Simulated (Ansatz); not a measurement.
Start from `[BH2][GeH2][PH2]` and change one atom or group to get `[BH2][GeH2][F]`.

Ansatz, PBE0-D4/def2-TZVP geometries, multiplicity 1. Each molecule was computed in one conformer, which needn't be the lowest.

Scalar relativity is left out up to krypton.

```
                                                                                  property  `[BH2][GeH2][PH2]`
                                                     HOMO–LUMO gap (B3LYP/def2-TZVPP) / eV                4.53
                                                       LUMO energy (B3LYP/def2-TZVPP) / eV               -2.73
ideal-gas entropy at 298 K and 1 bar (rigid rotor, harmonic PBE0-D4/def2-TZVP) / J/(mol·K)                 341
                                                        LUMO energy (PBE0/def2-TZVPP) / eV               -2.54
                                                     LUMO energy (ωB97M-V/def2-TZVPP) / eV               -0.62
                                                        HOMO energy (PBE0/def2-TZVPP) / eV               -7.48
```

Problem. What does the change do to each property? (An estimate is asked.)

Solution. The calculation gave: 
```tsv
property	`[BH2][GeH2][F]`	shift
HOMO–LUMO gap (B3LYP/def2-TZVPP) / eV	5.36	0.83
LUMO energy (B3LYP/def2-TZVPP) / eV	-3.02	-0.29
ideal-gas entropy at 298 K and 1 bar (rigid rotor, harmonic PBE0-D4/def2-TZVP) / J/(mol·K)	303	-38
LUMO energy (PBE0/def2-TZVPP) / eV	-2.80	-0.26
LUMO energy (ωB97M-V/def2-TZVPP) / eV	-0.82	-0.20
HOMO energy (PBE0/def2-TZVPP) / eV	-8.57	-1.09
```

With PBE0 the HOMO falls by 1.09 eV and the LUMO falls by 0.26 eV, so the gap widens by about 0.83 eV. PBE moves the HOMO by -0.80 eV and ωB97M-V by -1.24 eV. The zero-point energy changes by -40.6 kJ/mol with -6 modes.

B3LYP here is the variant with VWN-RPA as its local correlation; programs differ in this.
